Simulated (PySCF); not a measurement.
**Oscillator strengths, rates and cross-sections**

Compound: C2H11NSi2.
Numbering: `[NH2:1][CH2:2][CH:3]([SiH3:4])[SiH3:5]` (hydrogens: H6, H7 on N1; H8, H9 on C2; H10 on C3; H11, H12, H13 on Si4; H14, H15, H16 on Si5)

The calculation used TDDFT CAM-B3LYP/def2-SVPD, vertical, gas phase, core orbitals frozen in the response in PySCF 2.14.0, density-fitted response routines. One conformer (not necessarily the lowest) at the PBE0-D3(BJ)/def2-SVP geometry, without solvent, vibrations or thermal averaging. Torsions of this conformer, `[NH2:1][CH2:2][CH:3]([SiH3:4])[SiH3:5]`: N1–C2–C3–Si4 -168°, H–N1–C2–C3 -69°, H–N1–C2–C3 174°.

Computed singlets with f of 0.002 or more:

```
state  λ (nm)       f
   S1   195.1   0.011
   S2   168.7   0.016
   S3   164.0  0.0031
   S4   159.9   0.016
   S5   157.6   0.020
   S6   156.7  0.0068
   S7   154.6   0.046
   S8   151.5   0.029
   S9   149.1   0.064
  S10   148.0   0.015
```

**Question.** Give A, τ, |μ| and ∫σ dE for each state.

**Answer.** A / s⁻¹ = 0.6670 f (ν̃ / cm⁻¹)² and τ = 1/A in vacuum; |μ| follows from f = (2/3) ΔE |μ|² (atomic units, 1 au = 2.5417 D); ∫σ dE = 109.76 f Mb·eV.

```
state  A (s⁻¹)       τ  |μ| (D)  ∫σ dE (Mb·eV)
   S1  1.9×10⁷   53 ns     0.67            1.2
   S2  3.7×10⁷   27 ns     0.76            1.7
   S3  7.7×10⁶  130 ns     0.33           0.34
   S4  4.1×10⁷   24 ns     0.73            1.7
   S5  5.4×10⁷   19 ns     0.82            2.2
   S6  1.8×10⁷   54 ns     0.48           0.75
   S7  1.3×10⁸  7.8 ns     1.23            5.1
   S8  8.6×10⁷   12 ns     0.97            3.2
   S9  1.9×10⁸  5.2 ns     1.43            7.1
  S10  4.4×10⁷   23 ns     0.68            1.6
```

These lifetimes count emission to the ground state at the vertical energy alone; relaxation of the geometry and all other decay channels are left out.

**Question.** What is the integrated cross-section of all computed states together?

**Answer.** Σf = 0.227 over S1 to S10, so 109.76 × Σf ≈ 24.9 Mb·eV.

**Question.** Suppose S1 emitted 0.3 eV lower with the same transition dipole. How would A change?

**Answer.** At fixed |μ|, A goes as the cube of the energy: (6.05/6.35)³ = 0.86, which makes τ about 62 ns.

**Question.** By what factor does the largest A in the list exceed the smallest?

**Answer.** S9 has 25 times the rate of S3.

The vertical ionisation energy (ΔSCF) is 9.51 eV, 1.13 eV above S10.

Time: 1.8 min (grids of density and orbitals included); peak memory 1.1 GiB. Hardware: one thread, Arm Neoverse V2 (aarch64), no GPU (shared host).

Without π bonds the low states are Rydberg-like; a valence basis with one diffuse set may place them up to an eV too high.
